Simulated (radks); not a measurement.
Neutral samarium, configuration [Xe] 4f6 6s1 6p1 (not the ground configuration).

All-electron calculation, scalar-relativistic Kohn-Sham, BLYP, spin-unpolarised, spherical densities, finite nucleus; Fermi nuclear charge, rms radius 5.0819 fm. Program: a radial shooting solver on a logarithmic mesh with Libxc functionals.

Energy parts (Ry):
part                       energy
total                 -20854.4623
kinetic                22290.1262
electron-nucleus      -50758.8558
Hartree                 8086.2334
exchange-correlation    -471.9661

Orbitals (lengths in bohr, moments of r in powers of bohr; <r^-3> diverges for s and p1/2; r(max) is where P^2 peaks):
| orbital | occ. | eigenvalue (Ry) | <1/r> | r(max) | <r^-3> |
|---|---|---|---|---|---|
| 1s | 2 | -3430.871 | 68.81 | 0.01449 | - |
| 2s | 2 | -560.7259 | 15.93 | 0.08215 | - |
| 2p | 6 | -500.2663 | 14.95 | 0.06634 | 10170 |
| 3s | 2 | -122.8957 | 5.828 | 0.2337 | - |
| 3p | 6 | -103.9927 | 5.494 | 0.2290 | 2102 |
| 3d | 10 | -78.38160 | 5.215 | 0.1877 | 285.5 |
| 4s | 2 | -24.46900 | 2.447 | 0.5393 | - |
| 4p | 6 | -18.25644 | 2.252 | 0.5628 | 463.2 |
| 4d | 10 | -9.53960 | 1.975 | 0.5872 | 52.13 |
| 5s | 2 | -3.25975 | 0.9393 | 1.259 | - |
| 5p | 6 | -1.78554 | 0.7864 | 1.432 | 60.78 |
| 6s | 1 | -0.30954 | 0.3023 | 3.530 | - |
| 4f | 6 | -0.25960 | 1.356 | 0.6131 | 6.139 |
| 6p | 1 | -0.11811 | 0.2137 | 4.827 | 3.685 |

The highest occupied level is 6p at -1.607 eV. Summed over all electrons, <r^2> = 101.0 bohr^2, which gives a Langevin (diamagnetic) susceptibility term of -80 x 10^-6 cm^3/mol. The density falls to 0.001 e/bohr^3 at r = 5.35 bohr.
